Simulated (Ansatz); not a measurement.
AlF3 (the lowest singlet isomer of a short search) was relaxed with PBE-D4 (def2-TZVP) in Ansatz in these states: neutral quintet, neutral singlet, neutral triplet. The geometries follow in no particular order.

A:

```csv
atom,x (Å),y (Å),z (Å)
Al1,0.0001,-0.0001,-0.0002
F2,0.5245,1.5374,0.2723
F3,0.5993,-1.2453,0.8962
F4,-1.1239,-0.2921,-1.1682
```

B:

```tsv
atom	x (Å)	y (Å)	z (Å)
Al1	0.630	0.252	0.106
F2	-1.022	1.009	-0.007
F3	-0.575	-0.612	1.163
F4	0.967	-0.649	-1.262
```

C:

Cartesian coordinates in Å:
```
Al -0.315 1.168 0.425
F 0.374 -1.075 -0.699
F 1.270 0.174 0.493
F -1.329 -0.268 -0.218
```

**Question.** Judge from the bond lengths which geometry belongs to which state (an estimate).

**Answer.** A is the neutral singlet (Al1–F2 1.647 Å, Al1–F4 1.647 Å, Al1–F3 1.647 Å); B is the neutral triplet (Al1–F2 1.822 Å, Al1–F4 1.673 Å, Al1–F3 1.821 Å); C is the neutral quintet (Al1–F2 2.602 Å, Al1–F4 1.872 Å, Al1–F3 1.872 Å).

At PBE0-D4/def2-TZVP a singlet lies 5.82 eV below the neutral triplet. At PBE0-D4/def2-TZVP a singlet lies 13.19 eV below the neutral quintet. In the quintet, F2 and F3 lie 1.95 Å apart, F2 and F4 lie 1.95 Å apart (atoms count from 1), so these atoms are partly bonded to each other. These are the stationary points nearest to one start from a short search; other shapes may lie lower in each state. The neutral quintet has come apart into loosely held pieces.
